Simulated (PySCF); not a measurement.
CH7NOSi2, SMILES C1N[SiH2]O[SiH2]1. Geometry optimised at PBE-D3(BJ)/def2-SVP. This is a generated structure with no PubChem entry under its InChIKey; it may be hypothetical. The values are those of a single conformer.

Calculation: PBE-D3(BJ)/def2-SVP in PySCF.

Harmonic wavenumbers (cm⁻¹): 97, 121, 282, 394, 457, 530, 602, 638, 673, 677, 688, 748, 799, 823, 923, 937, 950, 988, 1079, 1125, 1165, 1304, 1424, 2130, 2159, 2166, 2174, 2899, 2970, 3525. Rotational constants (GHz): 5.001, 3.180, 2.081; symmetry number 1.

Task: Work out the zero-point energy and the ideal-gas rigid-rotor harmonic-oscillator thermochemistry at 298.15 K and 1 atm.

Result: ZPE = ½ Σ hcν = ½ × 35445 cm⁻¹ = 212.01 kJ/mol. H − E(el) = 231.98 kJ/mol. Entropy in J/(mol K): translation 166.82, rotation 111.62, vibration 57.02, total 335.46. G − E(el) = 131.96 kJ/mol. Cp = 112.75 J/(mol K). Modes under 150 cm⁻¹ make the vibrational entropy uncertain.
